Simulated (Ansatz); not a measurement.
(LiF)4 ring (Li₄F₄). Total charge 0; triplet. Geometry PBE-D4/def2-SVP, that of the neutral singlet; atoms count from 1.

```csv
atom,x (Å),y (Å),z (Å)
Li1,-0.702,1.169,1.662
F2,0.932,1.494,1.403
Li3,1.958,0.846,0.231
F4,1.973,-0.238,-1.061
Li5,0.702,-1.168,-1.663
F6,-0.932,-1.494,-1.403
Li7,-1.957,-0.847,-0.230
F8,-1.973,0.238,1.061
```

At PBE0-D4/def2-TZVP a singlet of charge 0 lies 8.08 eV below the triplet at the same geometry.

Question: Estimate the Mulliken populations from the PBE0/def2-TZVP orbitals of Ansatz.

Answer: 
```csv
atom,charge (e),spin (α − β)
Li1,0.57,0.25
F2,-0.56,0.25
Li3,0.56,0.25
F4,-0.56,0.25
Li5,0.57,0.25
F6,-0.56,0.25
Li7,0.56,0.25
F8,-0.56,0.25
```
Mulliken values and Mayer orders depend strongly on the basis.

Question: Where does the spin sit?

Answer: Summed by element: Li 1.01, F 0.99, of 2 unpaired in all. Largest on single atoms: Li3 0.25, Li7 0.25, Li1 0.25.
